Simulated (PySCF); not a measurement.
C₂H₇FGaN (SMILES C[N](C)[GaH][F]), singlet, at a GFN2-xTB geometry (such geometries of metal compounds can be far from the true shape); DF-B3LYP/6-31G** (PySCF).

PySCF was given this input:
```python
from pyscf import gto, scf, dft

mol = gto.M(
    atom='''
Ga   -0.26938282    0.48077621   -0.60469710
H    -1.58160284    1.21319574   -0.89360581
F     1.03708344    0.61704382   -1.74560255
N    -0.03589788   -0.53234698    0.90385631
C     1.18056967   -1.24970204    1.23503323
C    -1.09889155   -0.67142763    1.87870265
H     1.60195252   -0.89811489    2.18464626
H     0.99483923   -2.32740446    1.31872095
H     1.91561365   -1.08189500    0.44270182
H    -1.39596826   -1.72064521    1.99338029
H    -0.78883509   -0.29130885    2.85933395
H    -1.96766614   -0.09807745    1.54144628
''',
    basis='6-31g**',
    verbose=4,
    max_memory=1800,
)

mf = dft.RKS(mol)
mf.xc = 'b3lyp'
mf = mf.density_fit(auxbasis='def2-universal-jkfit')
mf.kernel()
```

Q: Write the output that PySCF gives for this input, abridged.

A: 
```
PySCF version 2.14.0

[INPUT] verbose = 4
[INPUT] num. atoms = 12
[INPUT] num. electrons = 66
[INPUT] charge = 0
[INPUT] spin (= nelec alpha-beta = 2S) = 0
[INPUT] symmetry False subgroup None
[INPUT] Mole.unit = angstrom
[INPUT] Symbol           X                Y                Z      unit          X                Y                Z       unit  Magmom
[INPUT]  1 Ga    -0.269382820000   0.480776210000  -0.604697100000 AA   -0.509059752463   0.908535364106  -1.142711907319 Bohr   0.0
[INPUT]  2 H     -1.581602840000   1.213195740000  -0.893605810000 AA   -2.988796205434   2.292607684089  -1.688670244220 Bohr   0.0
[INPUT]  3 F      1.037083440000   0.617043820000  -1.745602550000 AA    1.959803669922   1.166043826655  -3.298710741842 Bohr   0.0
[INPUT]  4 N     -0.035897880000  -0.532346980000   0.903856310000 AA   -0.067837161653  -1.005989995439   1.708040881860 Bohr   0.0
[INPUT]  5 C      1.180569670000  -1.249702040000   1.235033230000 AA    2.230953347268  -2.361594592910   2.333874559437 Bohr   0.0
[INPUT]  6 C     -1.098891550000  -0.671427630000   1.878702650000 AA   -2.076604070099  -1.268814333166   3.550233477995 Bohr   0.0
[INPUT]  7 H      1.601952520000  -0.898114890000   2.184646260000 AA    3.027251527357  -1.697191170494   4.128383110455 Bohr   0.0
[INPUT]  8 H      0.994839230000  -2.327404460000   1.318720950000 AA    1.879973682673  -4.398157010491   2.492021430226 Bohr   0.0
[INPUT]  9 H      1.915613650000  -1.081895000000   0.442701820000 AA    3.619985158978  -2.044485245536   0.836585194646 Bohr   0.0
[INPUT] 10 H     -1.395968260000  -1.720645210000   1.993380290000 AA   -2.637997689986  -3.251548204445   3.766942810206 Bohr   0.0
[INPUT] 11 H     -0.788835090000  -0.291308850000   2.859333950000 AA   -1.490682277547  -0.550493944162   5.403358064171 Bohr   0.0
[INPUT] 12 H     -1.967666140000  -0.098077450000   1.541446280000 AA   -3.718350109180  -0.185339519496   2.912911304930 Bohr   0.0

nuclear repulsion = 370.093746859666
number of shells = 57
number of NR pGTOs = 252
number of NR cGTOs = 123
basis = 6-31g**
ecp = {}

******** <class 'pyscf.df.df_jk.DFRKS'> ********
method = DFRKS
initial guess = minao
damping factor = 0
level_shift factor = 0
DIIS = <class 'pyscf.scf.diis.CDIIS'>
diis_start_cycle = 1
diis_space = 8
diis_damp = 0
SCF conv_tol = 1e-09
SCF conv_tol_grad = None
SCF max_cycles = 50
direct_scf = False
XC library pyscf.dft.libxc version 7.1.2
    S. Lehtola, C. Steigemann, M. J. T. Oliveira, and M. A. L. Marques,  SoftwareX 7, 1–5 (2018)
XC functionals = b3lyp
    P. J. Stephens, F. J. Devlin, C. F. Chabalowski, and M. J. Frisch,  J. Phys. Chem. 98, 11623 (1994)
radial grids:
    Treutler-Ahlrichs [JCP 102, 346 (1995); DOI:10.1063/1.469408] (M4) radial grids

becke partition: Becke, JCP 88, 2547 (1988); DOI:10.1063/1.454033
pruning grids: <function nwchem_prune>
grids dens level: 3
symmetrized grids: False
atomic radii adjust function: <function treutler_atomic_radii_adjust>
small_rho_cutoff = 0
Set gradient conv threshold to 3.16228e-05
Initial guess from minao.
tot grids = 145960
******** <class 'pyscf.df.df.DF'> ********
auxbasis = def2-universal-jkfit
init E= -2159.35036736959
  HOMO = -0.263714468109519  LUMO = -0.0620643203975484  gap/eV = 5.48718
cycle= 1 E= -2159.54359509651  delta_E= -0.193  |g|= 0.917  |ddm|= 3.19
  HOMO = -0.143969566925436  LUMO = -0.00753248183349209  gap/eV = 3.71264
cycle= 2 E= -2159.13395561037  delta_E= 0.41  |g|= 1.79  |ddm|= 2.06
  HOMO = -0.223190790921415  LUMO = -0.0238794849879436  gap/eV = 5.42354
cycle= 3 E= -2159.68237987162  delta_E= -0.548  |g|= 0.152  |ddm|= 1.45
  HOMO = -0.226402834045755  LUMO = -0.0237428097611048  gap/eV = 5.51466
cycle= 4 E= -2159.68570884009  delta_E= -0.00333  |g|= 0.0633  |ddm|= 0.136
  HOMO = -0.224079283420217  LUMO = -0.0248531423952785  gap/eV = 5.42122
cycle= 5 E= -2159.68617938194  delta_E= -0.000471  |g|= 0.0195  |ddm|= 0.0496
  HOMO = -0.226466912303411  LUMO = -0.0247722100840009  gap/eV = 5.48839
cycle= 6 E= -2159.68625633142  delta_E= -7.69e-05  |g|= 0.00723  |ddm|= 0.0211
  HOMO = -0.225664314252285  LUMO = -0.0243919222390754  gap/eV = 5.47690
cycle= 7 E= -2159.68626715002  delta_E= -1.08e-05  |g|= 0.000941  |ddm|= 0.00628
  HOMO = -0.225753614928505  LUMO = -0.0244329019578062  gap/eV = 5.47822
cycle= 8 E= -2159.68626731114  delta_E= -1.61e-07  |g|= 0.0003  |ddm|= 0.00103
  HOMO = -0.225731908591337  LUMO = -0.0244328247346131  gap/eV = 5.47763
cycle= 9 E= -2159.68626733249  delta_E= -2.14e-08  |g|= 6.81e-05  |ddm|= 0.000298
  HOMO = -0.22573560340344  LUMO = -0.0244320764149215  gap/eV = 5.47775
cycle= 10 E= -2159.68626733355  delta_E= -1.06e-09  |g|= 1.2e-05  |ddm|= 6.89e-05
  HOMO = -0.225736685606827  LUMO = -0.0244327408301821  gap/eV = 5.47776
cycle= 11 E= -2159.68626733358  delta_E= -2.82e-11  |g|= 2.49e-06  |ddm|= 1.5e-05
  HOMO = -0.225736976116425  LUMO = -0.0244325333041431  gap/eV = 5.47777
Extra cycle  E= -2159.6862673336  delta_E= -1.86e-11  |g|= 3.88e-06  |ddm|= 6.62e-06
converged SCF energy = -2159.6862673336
```
